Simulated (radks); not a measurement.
Effect of the nuclear size on the neon ion Ne+, [He] 2s2 2p5. Calculated with a radial shooting solver on a logarithmic mesh with Libxc functionals: Dirac Kohn-Sham, relativistic LDA (MacDonald-Vosko exchange, VWN5 correlation), spin-unpolarised, spherical densities, finite nucleus; open shells are shared between the two j in proportion to 2j + 1; Fermi nuclear charge, rms radius 3.0055 fm. The rms radius is varied about that value; shifts are against it.

\begin{tabular}{lrrr}
rms radius (fm) & total energy shift (eV) & density at nucleus (e/bohr^3) & 1s1/2 shift (meV) \\ \hline
2.6298 & -0.000276 & 641.6 & -0.113 \\
2.729 & -0.000207 & 641.5 & -0.084 \\
3.0055 & 0 & 641 & 0.000 \\
3.1197 & 0.0000911 & 640.9 & 0.037 \\
3.3902 & 0.000320 & 640.5 & 0.131 \\
\end{tabular}

Slopes of the eigenvalues against <r^2> in GHz/fm^2, as finite differences over the two radii next to the reference (eigenvalue slopes, not the field-shift constants of lines): 1s1/2 12.9.
